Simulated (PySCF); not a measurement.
Atom-mapped SMILES (the numbers label the heavy atoms): `[CH2:1]=[C:2]([CH3:3])/[P:4]=[P:5]/[CH2:6][CH2:7][PH2:8]`. Each H is labelled by its parent atom. Ha(C1) is cis to C3; Hb(C1) is trans to C3.

[PySCF 2.14: σ from GIAO-PBE0/pcSseg-1; geometry: GFN2-xTB; rapidly exchanging positions averaged; relativity neglected; one computed conformer; isolated molecule]

Referencing at the same level of theory: TMS for 13C (σ = 186.93 ppm), 1H (σ = 31.72 ppm); 31P (σ = 318.38 ppm) vs H3PO4.

```tsv
atoms	nucleus	count	δ (ppm)
Hb(C1)	1H	1	6.00
C3	13C	1	28.2
P4	31P	1	513.1
C6	13C	1	34.3
H(P8)	1H	2	2.89
C1	13C	1	?
H(C7)	1H	2	2.46
C7	13C	1	?
Ha(C1)	1H	1	5.61
C2	13C	1	?
H(C3)	1H	3	2.40
P8	31P	1	-194.6
P5	31P	1	589.6
H(C6)	1H	2	?
```

Estimate the values marked ?.

Answers


- C2: 165.9 ppm, fully substituted alkene carbon
- C1: 125.6 ppm, terminal =CH2 carbon; the olefinic region
- C7: 25.1 ppm, sp3 CH2 bonded to P
- H(C6): 3.10 ppm, hydrogen on an sp3 CH2 bonded to P

Shifts are as computed. Against solution values, carbons near 30 ppm lie about +3 ppm off and those near 130 ppm about +5 ppm. Of 1211 compounds with measured shifts, 218 miss one by over three times the rms of a fit or turn the order of signals round; such compounds aren't used in these exercises. Experimental scales use liquid or dissolved standards, which lie at an offset from isolated H3PO4.
